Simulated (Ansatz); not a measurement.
## Two structures, one formula

The two ends of one reaction step of SiH$_{4}$Cl$_{2}$F$_{2}$, closed shell (PBE0-D4/def2-TZVP).

A:

Si1  (-0.654, 0.753, -1.195)
H2  (-0.712, -1.619, 1.783)
Cl3  (-0.340, -1.111, -1.896)
Cl4  (-2.352, 0.848, -0.111)
H5  (-0.670, 1.735, -2.284)
H6  (1.797, 0.201, 0.815)
F7  (0.564, 1.119, -0.227)
H8  (0.030, -1.538, 1.830)
F9  (2.336, -0.386, 1.286)
(Å)

B:

```xyz
9
angstrom
Si -1.2555 0.3513 -0.4871
H -1.1503 0.7486 0.9236
Cl -0.4349 -1.5538 -0.6704
Cl -3.2301 0.1822 -0.9721
H -0.6029 1.2252 -1.4702
H 1.8776 0.4729 0.6870
F 1.4808 1.2342 0.3139
H 1.2890 -1.4879 0.5935
F 2.0262 -1.1727 1.0817
```

Ansatz 0.2.0; basis: def2-TZVPP; cores frozen in the correlated methods. B3LYP uses VWN-RPA correlation.

Problem. Which structure is lower at CCSD(T), and by how much? (An estimate is asked for; the value comes from the calculation.)

Solution. Computed: A, by 95.0 kJ/mol (electronic energy, against the other). By their contacts, A is a complex of SiHCl₂F ([F][SiH]([Cl])[Cl]) + HF + H₂ and B is a complex of SiH₂Cl₂ ([Cl][SiH2][Cl]) + HF + HF.

All methods give the same order:

```csv
method,E(B) − E(A) (kJ/mol)
SPW92,64.7
PBE-D4,82.6
BLYP-D4,93.0
r2SCAN-D4,96.4
B97M-V,101.6
PBE0-D4,84.8
B3LYP-D4,93.3
r2SCAN0-D4,94.6
BHLYP-D4,96.2
CAM-B3LYP-D4,93.0
wB97X-V,93.0
wB97M-V,93.7
B2PLYP,96.1
PBE-QIDH,91.0
RPA on PBE,96.2
HF,107.8
MP2,98.4
CCSD,95.8
CCSD(T),95.0
```

The T1 diagnostic stays at or below 0.010.

Labels in which every atom is bracketed show which atoms are joined, not bond orders.

For scale, one of the runs: CCSD(T)/def2-TZVPP, 244 basis functions, launched by `ansatz run in.yaml --threads 8 --pin off --events-out ev --progress --plain --max-ram 19148MiB`. The run took 98 s on 8 CPU threads of an Arm Neoverse V1 (shared host), with 4.8 GiB of host memory at its peak.
